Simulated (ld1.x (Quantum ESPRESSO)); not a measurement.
Results of a calculation; reference values are marked as such.
Potentials for Sn (Z = 50) compared

Generated with ld1.x 7.5 (TM, RRKJ, ultrasoft, PAW), atompaw 4.2 or ONCVPSP 4.0.1. The cutoff is in Ry: for ld1.x and atompaw files where the sum of valence levels is converged to 10 mRy in a Bessel basis, for ONCV files where the hardest occupied wave has 1 mHa per electron of residual kinetic energy. The error is the largest all-electron minus pseudo excitation energy over each file’s own four to seven test configurations (ionisations up to +4, promotions, holes and added fractions of an electron), all of which were solved. The labels leave out finer settings (local radius, basis sizes, second energies), which also bear on the numbers. Spin-polarised tests are not counted. The rows are a selection from randomly drawn settings: files with unsolved tests, undetermined cutoffs or missed reference levels are left out.

A true bound ghost makes a file unfit for plane-wave use even where its test errors are small: the radial tests pick states by their node count and pass the ghost by.

| potential | cutoff (Ry) | largest error (meV) | bound ghosts |
| --- | --- | --- | --- |
| TM, PBE, scalar-relativistic, rc 2.24/2.06/1.94 (spd), local p, core correction yes, reference 5s2 5p1 | 18 | -205 | d |
| TM, LDA (PZ), scalar-relativistic, rc 1.95/2.10 (sp), local smoothed, core correction yes, reference 5s2 5p2 | 21 | -320 | none |
| PAW, Wu–Cohen, scalar-relativistic, rc 2.14/3.00/1.05 (spd), local smoothed, core correction yes, reference 4d10 5s1.5 5p2.5 | 110 | -16 | none |

Problem. Fill in the row for Sn: TM, PBE, scalar-relativistic, rc 1.65/1.80/0.90 (spd), local smoothed, core correction no, reference 4d10 5s2 5p2.

Solution. cutoff 160 Ry, largest error +137 meV, bound ghosts: s.

Problem. Fill in the row for Sn: TM, LDA (PZ), scalar-relativistic, rc 1.90/2.55 (sp), local p, core correction yes, reference 5s2 5p0.

Solution. cutoff 21 Ry, largest error -98 meV, bound ghosts: none.
